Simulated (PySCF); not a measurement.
Tl⁺ (thallium, charge +1) across methods

[Xe] 4f14 5d9 6s2 6p1, one real determinant (an excited configuration). Computed with PySCF 2.14 in aug-cc-pVTZ-DK3 (9s8p6d3f, 84 functions), with the spin-free X2C one-electron Hamiltonian (Gaussian nucleus).

```tsv
method	E (hartree)	mean ε 6s α (eV)	mean ε 6s β (eV)	mean ε 6p α (eV)	Σ⟨r²⟩ (bohr²)	⟨S²⟩
r2SCAN	-20247.03	-19.341	-18.205	-10.651	57.60	2.003
PBE0	-20246.79	-20.180	-18.932	-11.351	57.73	2.002
UHF	-20241.02264	-22.855	-20.431	-13.674	58.31	2.007
B3LYP	-20247.32	-19.972	-18.978	-11.107	57.92	2.001
MN15	-20260.81	-21.117	-19.932	-11.977	57.63	2.002
LDA	-20234.68	-19.288	-18.493	-10.480	57.69	2.000
```

Q: Estimate the same row for PBE.

A: E (hartree) = -20247.09; mean ε 6s α (eV) = -18.979; mean ε 6s β (eV) = -18.068; mean ε 6p α (eV) = -10.374; Σ⟨r²⟩ (bohr²) = 57.85; ⟨S²⟩ = 2.001.

⟨L²⟩ = 8.00 against 12 for a pure F term, so this real determinant mixes terms. Spin-orbit coupling, absent here, splits the open shell strongly.
